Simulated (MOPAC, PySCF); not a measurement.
H$_{6}$B$_{2}$Si, SMILES `B[SiH2]B`, neutral singlet in the gas phase. 

Cartesian coordinates (Å):
```xyz
9

B     -1.5890     0.2110    -0.0495
Si     0.1210    -0.8202     0.1859
B      1.4635     0.6423     0.5048
H     -2.2666     0.4937     0.8880
H     -1.9231     0.6068    -1.1217
H      0.4526    -1.6068    -1.0311
H      0.0403    -1.7423     1.3494
H      1.6674     1.0561     1.6026
H      2.0339     1.1594    -0.4036
```
Charge 0, multiplicity 1.

All levels are single points at this geometry (B3LYP-D3(BJ)/def2-TZVP); Pople sets use spherical d functions. Orbital energies aren't observables, and empty levels follow the basis.

| level | HOMO (eV) | LUMO (eV) | gap (eV) | dipole (D) | vertical IE, Delta-SCF (eV) |
|---|---|---|---|---|---|
| B3LYP-D3(BJ)/def2-TZVP in PySCF | -7.78 | -3.20 | 4.59 | 0.17 | 10.07 |
| M06-2X/def2-TZVP in PySCF | -8.98 | -2.06 | 6.93 | 0.20 | 10.11 |
| PBE-D3(BJ)/def2-TZVP in PySCF | -6.88 | -3.98 | 2.90 | 0.12 | 9.91 |
| B3LYP/6-311+G** in PySCF | -7.80 | -3.18 | 4.62 | 0.21 | – |
| B3LYP/LANL2DZ in PySCF | -7.87 | -2.98 | 4.89 | 0.25 | – |
| SVWN5/6-31G* in PySCF | -6.79 | -3.94 | 2.84 | 0.25 | 9.97 |
| HF/6-31G* in PySCF | -10.58 | 0.97 | 11.54 | 0.28 | 9.38 |
| HF/STO-3G in PySCF | -8.80 | 5.70 | 14.50 | 0.10 | – |
| AM1 in MOPAC | -10.19 | 0.36 | 10.55 | 0.28 | – |
